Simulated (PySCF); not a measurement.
C2H2O. Atoms are numbered in the order given.

```xyz
5

C      0.0000    -0.6299    -0.4571
C      0.0000     0.6299    -0.4571
O      0.0000     0.0000     0.8827
H      0.0000    -1.6489    -0.7880
H      0.0000     1.6489    -0.7880
```
Charge 0, spin multiplicity 1.

Geometry: PBE0-D3(BJ)/def2-TZVP.

Calculation: TDDFT-PBE0/def2-SVPD run with PySCF 2.14.0.

Vertical excitations. Isolated molecule, no solvent. State labels are in the subgroup C2v.

Task: List the lowest excited states. (The exact figures need the calculation; the answer reports its results.)

Result: 
```tsv
state	symmetry	energy (eV)	λ (nm)	f	main pairs
S1	B2	4.12	301	0.030	HOMO→LUMO 98 %
S2	B1	5.29	234	0.004	HOMO→LUMO+3 51 %, HOMO→LUMO+1 47 %
S3	B1	5.85	212	0.011	HOMO→LUMO+1 52 %, HOMO→LUMO+3 47 %
S4	A2	5.96	208	0.000	HOMO→LUMO+2 92 %
S5	A2	6.50	191	0.000	HOMO→LUMO+4 90 %
S6	B1	7.42	167	0.012	HOMO→LUMO+5 99 %
S7	A1	7.87	157	0.055	HOMO→LUMO+6 99 %
S8	A2	8.02	155	0.000	HOMO−1→LUMO 99 %
S9	B1	8.23	151	0.002	HOMO−2→LUMO 99 %
S10	B1	8.70	143	0.024	HOMO→LUMO+7 97 %
T1	B2	2.53	490	0	HOMO→LUMO 96 %
T2	B1	4.58	271	0	HOMO→LUMO+3 59 %, HOMO→LUMO+1 36 %
T3	A2	5.67	219	0	HOMO→LUMO+2 63 %, HOMO→LUMO+4 32 %
T4	B1	5.75	216	0	HOMO→LUMO+1 62 %, HOMO→LUMO+3 37 %
```
Triplets are in the Tamm–Dancoff approximation, which puts them higher than full response would, so one can lie above its singlet here.
